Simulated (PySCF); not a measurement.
PySCF input file for C2H6AlCl, SMILES [CH2](C)[AlH][Cl], IEF-PCM-PBE0/def2-SVP. The structure is a stationary point at PBE0-D3(BJ)/def2-SVP. The structure was generated by enumeration; whether it is a known compound was not checked. The values are those of a single conformer.

```python
import numpy as np
from pyscf import gto, scf, dft
from pyscf.solvent import pcm

mol = gto.M(
    atom='''
    Al   -0.16421012   -0.46551149    0.34243128
    H    -0.64709728   -1.88290788    0.85953450
    Cl    0.27442569    0.97294596    1.82948873
    C     0.05174858    0.04378547   -1.53024212
    C    -0.27235294   -1.03759328   -2.56095334
    H     1.08982014    0.40558549   -1.65369538
    H    -0.56877588    0.94421243   -1.69768890
    H    -1.31568273   -1.38317281   -2.48154467
    H     0.36493706   -1.92812587   -2.43815113
    H    -0.13008026   -0.68117657   -3.59419661
    ''',
    basis='def2-SVP',
    charge=0,
    spin=0,
    max_memory=1600,
    verbose=3,
)
mf = dft.RKS(mol, xc='pbe0').density_fit(auxbasis='def2-universal-jkfit')
mf.grids.level = 3
mf.conv_tol = 1e-9
mf.max_cycle = 100
mf.kernel()
res = {}
for name, eps in {'water': 78.355, 'ethanol': 24.852, 'diethylether': 4.24}.items():
    s = mf.PCM()
    s.with_solvent.method, s.with_solvent.eps, s.with_solvent.lebedev_order = 'IEF-PCM', eps, 29
    s.kernel(mf.make_rdm1())
    res[name] = (s.e_tot, eps, s.dip_moment(), s.mo_energy, s.converged)
    print(f'{name}: electrostatic solvation free energy {(s.e_tot - mf.e_tot) * 627.509474:.3f} kcal/mol')
```

Output:

```
converged SCF energy = -781.873433747485

WARN: PCM is an experimental feature. It is still in testing.
Features and APIs may be changed in the future.

converged SCF energy = -781.881004489562
Dipole moment(X, Y, Z, Debye): -0.20317, -0.77563, -2.11466
water: electrostatic solvation free energy -4.751 kcal/mol

WARN: PCM is an experimental feature. It is still in testing.
Features and APIs may be changed in the future.

converged SCF energy = -781.880651229421
Dipole moment(X, Y, Z, Debye): -0.20121, -0.76850, -2.10199
ethanol: electrostatic solvation free energy -4.529 kcal/mol

WARN: PCM is an experimental feature. It is still in testing.
Features and APIs may be changed in the future.

converged SCF energy = -781.87849469021
Dipole moment(X, Y, Z, Debye): -0.18878, -0.72358, -2.01673
diethylether: electrostatic solvation free energy -3.176 kcal/mol
```

The calculation finished and met its thresholds.
